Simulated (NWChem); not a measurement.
A series in which one site is exchanged, each optimised at PBE0/def2-SVP with NWChem, gas phase unless a solvent is named. This build's default masses of Se (78.918 u) and Br (79.917 u) are each other's, which moves their modes by up to 0.6 %. For some, no frequency run checked for a minimum. def2 effective core potentials on Cd, Te; no spin-orbit coupling.

A: C[Te]C (C$_{2}$H$_{6}$Te; site = Te)
B: C[Se]C (C$_{2}$H$_{6}$Se; site = Se)
C: [CH3][Cd][CH3] (C$_{2}$H$_{6}$Cd; site = Cd)

```tsv
quantity	A	B	C
orbital gap (eV), PBE0/def2-SVP	___	6.74	6.86
vertical ionisation energy, ΔSCF, PBE/def2-SVP (eV)	___	8.17	8.76
vertical ionisation energy, ΔSCF, PBE0/def2-SVP (eV)	___	8.28	8.86
static polarisability, PBE0/def2-SVPD (bohr³)	___	55.6	60.1
```

**Question.** Complete the blanks.

**Answer.** 
- orbital gap (eV), PBE0/def2-SVP, A: 5.41
- vertical ionisation energy, ΔSCF, PBE/def2-SVP (eV), A: 7.69
- vertical ionisation energy, ΔSCF, PBE0/def2-SVP (eV), A: 7.78
- static polarisability, PBE0/def2-SVPD (bohr³), A: 69.6
